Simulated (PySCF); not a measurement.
**Simulated absorption spectrum**

Compound: C₃H₈O₄SSi.
Atom-mapped SMILES: `[CH3:1][S:2](=[O:3])(=[O:4])[CH2:5][C:6](=[O:7])[O:8][SiH3:9]` (hydrogens: H10, H11, H12 on C1; H13, H14 on C5; H15, H16, H17 on Si9)

Method: TDDFT CAM-B3LYP/def2-SVPD, vertical, gas phase, core orbitals frozen in the response (PySCF). Isolated species at its PBE0-D3(BJ)/def2-SVP geometry (one conformer only). Torsions of this conformer, `[CH3:1][S:2](=[O:3])(=[O:4])[CH2:5][C:6](=[O:7])[O:8][SiH3:9]`: C1–S2–C5–C6 73°, S2–C5–C6–O7 -73°, C5–C6–O8–Si9 -170°.

Each state is given a Gaussian of 0.5 eV full width at half maximum, with ε(max) = 2.175×10⁸ f / Δν̃ (Δν̃ the width in cm⁻¹). The cross-section is σ = 3.8235×10⁻²¹ ε cm², given in Mb (10⁻¹⁸ cm²). The width is an assumption, not a result. The curve ends short of the highest state used, and states not computed would add to its high-energy end.

λ (nm), σ (Mb) and a bar:
```
    161.3      16.57 ##########################
    163.9       9.23 ###############
    166.5       5.80 #########
    169.1       6.36 ##########
    171.7      10.18 ################
    174.3      15.32 ########################
    176.9      18.84 ##############################
    179.5      18.56 ##############################
    182.2      14.58 #######################
    184.8       9.45 ###############
    187.4       5.10 ########
    190.0       2.33 ####
    192.6       0.91 #
    195.2       0.31 
    197.8       0.10 
    200.4       0.04 
    203.0       0.05 
    205.6       0.10 
    208.2       0.17 
    210.8       0.25 
    213.4       0.34 #
    216.1       0.41 #
    218.7       0.44 #
    221.3       0.42 #
    223.9       0.37 #
    226.5       0.30 
    229.1       0.22 
    231.7       0.15 
    234.3       0.10 
    236.9       0.06 
    239.5       0.03 
    242.1       0.02 
    244.7       0.01 
    247.3       0.00 
    250.0       0.00 
    252.6       0.00
```

Question: Where are the band maxima, and which computed states make them?

Answer: 219 nm (5.66 eV), ε about 110, made up of S1 (100%); 178 nm (6.96 eV), ε about 5000, made up of S2 (99%) (ε in L mol⁻¹ cm⁻¹; maxima over ε = 5, shares over 10%). At its high-energy end, 7.69 eV, the curve is still rising (ε about 4400, from S4 and S6). The states used: S1 5.66 eV (f 0.0021); S2 6.96 eV (f 0.092); S3 7.37 eV (f 0.0055); S4 7.76 eV (f 0.029); S5 7.83 eV (f 0.0039); S6 7.94 eV (f 0.078); S7 8.09 eV (f 0.036); S8 8.16 eV (f 0.030); S9 8.21 eV (f 0.019); S10 8.29 eV (f 0.028).

Question: Coming from long wavelengths, where does ε first pass 100 L mol⁻¹ cm⁻¹?

Answer: At about 223 nm (5.55 eV), 0.11 eV below S1.

Question: On this curve, what absorbance would a 10⁻⁵ mol/L sample give at 193 nm over a 1 cm path?

Answer: 193 nm is 6.424 eV, where ε is about 200 L mol⁻¹ cm⁻¹, so A = ε c l ≈ 0.002 (Beer–Lambert, with the gas-phase spectrum and the assumed width).

Question: What would ε be at 6.96 eV, the highest of these maxima, with half the width (0.25 eV)?

Answer: About 9960 L mol⁻¹ cm⁻¹ against 5030, a factor of about 1.98; a lone state at its own centre would give exactly 2.

All these states lie below the vertical ionisation energy of 10.84 eV (ΔSCF).

The run took 27 min wall on one thread of an Intel Xeon at 2.50 GHz, shared host with 64 logical CPUs at a one-minute load of 64, and the process peaked at 1.4 GiB of memory.
